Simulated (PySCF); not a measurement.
# Correlation energy of Sr (strontium, neutral)

[Kr] 5s2, closed-shell 1S. Calculation: PySCF 2.14, in aug-cc-pVDZ-X2C; the spin-free X2C one-electron Hamiltonian (Gaussian nucleus). Frozen: [Kr]; 2 electrons correlated.

Total MP2 correlation energy: -16.07 mhartree.

Same-spin part 0.00 and opposite-spin part -16.07 mhartree; SCS-MP2 scales them by 1/3 and 6/5 to -19.29 mhartree.

With two correlated electrons CCSD is exact within the correlated space (frozen core and kept virtual orbitals).

| level | correlation energy (mhartree) |
| --- | --- |
| CCSD | -25.17 |

Diagnostics: T1 = 0.015, D1 = 0.0208, largest double amplitude 0.076.

**Question.** Is a single reference adequate?

**Answer.** Mostly. T1 lies below 0.03, but a double amplitude of this size points to a near-degeneracy that CCSD handles and MP2 describes poorly.
